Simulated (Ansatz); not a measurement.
Born–Oppenheimer molecular dynamics of H7NO3Sn (12 atoms, charge 0, multiplicity 1). It starts at the highest image of a converged band. Of that band: The profile has 2 maxima (images 2, 4) with wells between them (image 3): this band takes more than one step, which may be the mechanism or a detour left from its start path. Neighbouring images differ by up to 1.2 eV, so the band resolves the path poorly. A vibrational analysis at the climbing image gives one clearly imaginary mode, 1095i cm⁻¹: a first-order saddle point.

Computed with RKS LDA/def2-SVP (Ansatz).

```
ensemble                      : NVE (velocity Verlet)
time step                     : 0.5 fs
steps asked                   : 200
starting velocities drawn for : 100 K
seed                          : 3737
```

First frame:

```xyz
12
Properties=species:S:1:pos:R:3
Sn -0.293 0.279 -0.072
N 1.286 -1.158 -0.043
O -1.911 -0.770 -0.491
O -0.261 1.853 1.125
O 0.025 1.280 -1.750
H 0.655 -1.207 1.183
H -0.126 -0.851 1.745
H 2.250 -0.839 -0.238
H 1.071 -1.962 -0.658
H -2.279 -0.385 -1.314
H -0.435 1.528 2.033
H 0.016 2.232 -1.519
```

Question: How far do the bonds stretch over the last three quarters of this one trajectory? (Pairs bonded in most of those frames.)

Answer: 
| bond | mean (Å) | spread (Å) | shortest | longest |
| --- | --- | --- | --- | --- |
| Sn1–N2 | 1.998 | 0.038 | 1.95 | 2.06 |
| Sn1–O3 | 1.979 | 0.005 | 1.97 | 1.99 |
| Sn1–O4 | 1.980 | 0.010 | 1.97 | 2.00 |
| Sn1–O5 | 1.973 | 0.005 | 1.96 | 1.98 |
| N2–H8 | 1.031 | 0.017 | 1.00 | 1.06 |
| N2–H9 | 1.032 | 0.013 | 1.01 | 1.06 |
| O3–H10 | 0.978 | 0.002 | 0.97 | 0.98 |
| O4–H11 | 0.980 | 0.004 | 0.97 | 0.99 |
| O5–H12 | 0.979 | 0.004 | 0.97 | 0.99 |
| H6–H7 | 0.784 | 0.014 | 0.76 | 0.81 |

Mean temperature of the second half: 301 K. The conserved energy stayed within 0.049 meV per atom of its start (net change 0.012 meV per atom), so the integration is sound. The system heated up, since it started high on the potential surface and ran downhill. A run of 0.1 ps of so small a system gives no equilibrium averages. The orbitals stay closed-shell, which can raise the energy where a bond breaks towards radicals; this wasn't checked here.

Run time: 4.9 min on 2 threads of Arm Neoverse V1 (shared host), peak memory 0.16 GiB.
